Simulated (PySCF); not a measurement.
Work out the structure from these simulated measurements.

Elements present: C, Cl, H and Si. Monoisotopic mass: 235.9383 u.

| Item | Value |
| --- | --- |
| Polarisability | 166.6 au [PBE0/def2-SVPD] |
| 13C NMR | chemical shifts (computed TMS as zero) by class: 145.3 (1 C), 143.8 (1 C), 139.6 (2 C), 136.1 (1 C), 131.0 (2 C), 123.7 (1 C) ppm [GIAO PBE0/pcSseg-1] |
| Rotational structure | rotational constants A, B, C: 1.036, 0.280, 0.264 GHz [PBE0-D3(BJ)/def2-SVP] |
| UV, first state | lowest singlet excitation: 4.72 eV (263 nm, f = 0.518) [TDDFT PBE0/def2-SVPD] |
| Triplet | lowest triplet excitation (Tamm–Dancoff): 3.03 eV [TDA PBE0/def2-SVPD] |
| NMR, other nuclei | isotropic shieldings of nuclei other than C and H, by class: 325 (1 Si), 808 (3 Cl) ppm [GIAO PBE0/pcSseg-1] |
| 1H NMR | chemical shifts (computed TMS as zero) by class: 7.75 (2 H), 7.58 (2 H), 6.66 (1 H), 6.36 (1 H), 5.76 (1 H) ppm [GIAO PBE0/pcSseg-1] |

Electronic properties: PySCF, gas phase, density fitting. Levels stand in brackets. One conformer (not necessarily the lowest) at the PBE0-D3(BJ)/def2-SVP geometry, without solvent, vibrations or thermal averaging. NMR classes are plain means over equivalent atoms (diastereotopic ones count apart unless rotation or inversion swaps them), as if these changed places fast.

Question: Which formula fits the mass and the elements?

Answer: C8H7Cl3Si (calculated 235.9383). No other formula that holds each of these elements comes within 0.0003 u with a fitting electron parity and a possible valence count.

Question: What is the compound? Reason from the data.

Answer: Numbering: `[CH2:1]=[CH:2][c:3]1[cH:4][cH:5][c:6]([Si:7]([Cl:8])([Cl:9])[Cl:10])[cH:11][cH:12]1`. Its formula, C8H7Cl3Si, gives 5 degrees of unsaturation: 1 ring and 4 π bonds in the structure found (Kekulé form). 8 carbons fall into 6 classes; from least to most shielded: substituted aromatic carbon [C3] (145.3 ppm), alkene CH carbon [C2] (143.8 ppm), aromatic CH carbon [C5/C11] (139.6 ppm, 2 C), substituted aromatic carbon [C6] (136.1 ppm), aromatic CH carbon [C4/C12] (131.0 ppm, 2 C, up to 8.0 ppm apart in this geometry), terminal =CH2 carbon [C1] (123.7 ppm). Hydrogen classes from least to most shielded: 2 H on 2 aromatic CH carbons, C5/C11 (7.75 ppm), 2 H on 2 aromatic CH carbons, C4/C12 (7.58 ppm, a mean of values up to 0.7 ppm apart in this geometry), 1 H on an alkene CH carbon, C2 (6.66 ppm), 1 H on a terminal =CH2 carbon, C1 (6.36 ppm), 1 H on a terminal =CH2 carbon, C1 (5.76 ppm). The other shieldings belong to: 325 ppm, chlorine-bound silicon [Si7]; 808 ppm, silicon-bound chlorine [Cl8/Cl9/Cl10]. S1 is mainly HOMO→LUMO (weight 0.82); the largest Löwdin shares of the orbital it empties are 0.22 on the terminal =CH2 carbon, 0.16 on the alkene CH carbon, 0.14 on a substituted aromatic carbon and 0.13 on a substituted aromatic carbon, of the orbital it fills 0.16 on the terminal =CH2 carbon, 0.14 on each of 2 atoms of one kind (substituted aromatic carbon) and 0.10 on the alkene CH carbon. The optimised geometry has point group C1 and is an asymmetric top. Structure: trichloro(4-vinylphenyl)silane (`C=CC1=CC=C([Si](Cl)(Cl)Cl)C=C1`). The assignments are read from this structure; whether some other isomer fits the data as well wasn't checked.

Shape of the structure used: `[CH2:1]=[CH:2][c:3]1[cH:4][cH:5][c:6]([Si:7]([Cl:8])([Cl:9])[Cl:10])[cH:11][cH:12]1`: C1–C2–C3–C4 7°, C5–C6–Si7–Cl8 -144°.
